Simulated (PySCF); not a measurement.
Mg(OH)(GeH3) (GeH4MgO), SMILES [Mg]([OH])[GeH3]. Atoms are numbered in the order given.

```xyz
7

Mg     0.0000     0.0000    -1.3377
O      0.0000     0.0000    -3.0962
H      0.0000     0.0000    -4.0429
Ge     0.0000     0.0000     1.2295
H      1.2292     0.7097     1.8404
H     -1.2292     0.7097     1.8404
H      0.0000    -1.4194     1.8404
```

Coordinates come from a PBE0-D3(BJ)/def2-TZVP optimisation. The values are those of a single conformer.

Method: PySCF with PBE/def2-TZVPD.

Symmetry labels are those of the subgroup Cs that the program uses (full group C3v).

**Question.** List the valence orbital energies around the gap with their symmetry. (An estimate is asked for; the answer gives what the named calculation found.)

**Answer.** 
| orbital | symmetry | energy (eV) |
|---|---|---|
| HOMO−7 | A' | -22.81 |
| HOMO−6 | A' | -13.21 |
| HOMO−5 | A' | -11.16 |
| HOMO−4 | A" | -7.95 |
| HOMO−3 | A' | -7.95 |
| HOMO−2 | A' | -6.45 |
| HOMO−1 | A" | -6.45 |
| HOMO | A' | -6.32 |
| LUMO | A' | -1.77 |
| LUMO+1 | A" | -1.17 |
| LUMO+2 | A' | -1.17 |
| LUMO+3 | A' | -0.10 |
